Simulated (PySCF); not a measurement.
Species: C3H6B2O2.
Numbering: `[BH2:1][O:2][C@H:3]1[BH:4][O:5][CH:6]=[CH:7]1` (hydrogens: H8, H9 on B1; H10 on C3; H11 on B4; H12 on C6; H13 on C7)

Computed by this run: PySCF, PBE0-D3(BJ)/def2-SVP geometry optimisation, gas phase; density fitting, grid level 1; the optimiser is geomeTRIC in internal coordinates, started from a GFN2-xTB structure with every atom displaced at random (about 0.01 Å).

Step 0: E = -8639.5902 eV
```
atom  x, y, z in Å  |  force x, y, z in eV/Å
B1      2.3669    0.4366   -0.7540   -1.350   0.575  -0.370
O2      1.0249    0.5293   -0.7944    0.012   0.009   0.169
C3      0.1377   -0.0578    0.1368    1.043  -0.301   0.357
B4     -0.7402    0.8841    1.0813   -0.964  -1.240  -1.061
O5     -2.0361    0.4238    0.9663    0.224   0.717   0.698
C6     -2.0945   -0.5938    0.0574    1.147  -0.063  -0.207
C7     -0.9095   -0.9109   -0.4798   -0.866   0.601   0.351
H8      2.9476   -0.1387    0.0679    0.510  -0.849   1.059
H9      2.8981    1.0404   -1.5988    0.646   0.463  -0.824
H10     0.7347   -0.7180    0.8317   -0.205   0.274  -0.098
H11    -0.5058    1.7517    1.8095    0.376   0.894   0.713
H12    -3.0608   -1.0201   -0.0969   -0.807  -0.348  -0.158
H13    -0.7571   -1.6433   -1.2373    0.233  -0.730  -0.630
```

**Question.** Estimate the geometry and energy of step 1. (The exact step hangs on the optimiser's Hessian estimate; all steps are aligned on step 0, rigid shifts and turns removed.)

**Answer.** E = -8639.7508 eV, largest force 0.590 eV/Å
```
atom  x, y, z in Å  |  force x, y, z in eV/Å
B1      2.3265    0.5420   -0.7193    0.361  -0.442   0.148
O2      0.9969    0.5083   -0.8386   -0.157   0.135  -0.072
C3      0.1619   -0.1284    0.1075   -0.173   0.040  -0.028
B4     -0.7023    0.8425    1.0422    0.114   0.090   0.125
O5     -2.0032    0.4524    0.9829   -0.068  -0.079  -0.040
C6     -2.1010   -0.5932    0.0736   -0.340   0.127  -0.029
C7     -0.9506   -0.9422   -0.4985    0.209  -0.151  -0.062
H8      2.8506   -0.0632    0.2129   -0.043   0.223  -0.180
H9      2.9649    1.1030   -1.5800   -0.086   0.087   0.064
H10     0.7781   -0.7788    0.7637    0.018  -0.032   0.050
H11    -0.3719    1.7571    1.7559    0.008  -0.067  -0.080
H12    -3.1150   -0.9768   -0.0770    0.158  -0.011   0.054
H13    -0.8291   -1.7397   -1.2355    0.000   0.081   0.051
```

The energy changes by -0.1606 eV. The first-order estimate −F·Δx gives -0.3985 eV and the mean of the old and new forces, exact on a quadratic surface, -0.1576 eV. The step makes an angle of 75° with the force vector and moves no atom by more than 0.190 Å.

What follows is the cost of the whole optimisation. Time: 61 s wall; peak memory 0.54 GiB. Hardware: one thread of an Arm Neoverse V2, no GPU, shared host with 96 logical CPUs at a one-minute load of 84.
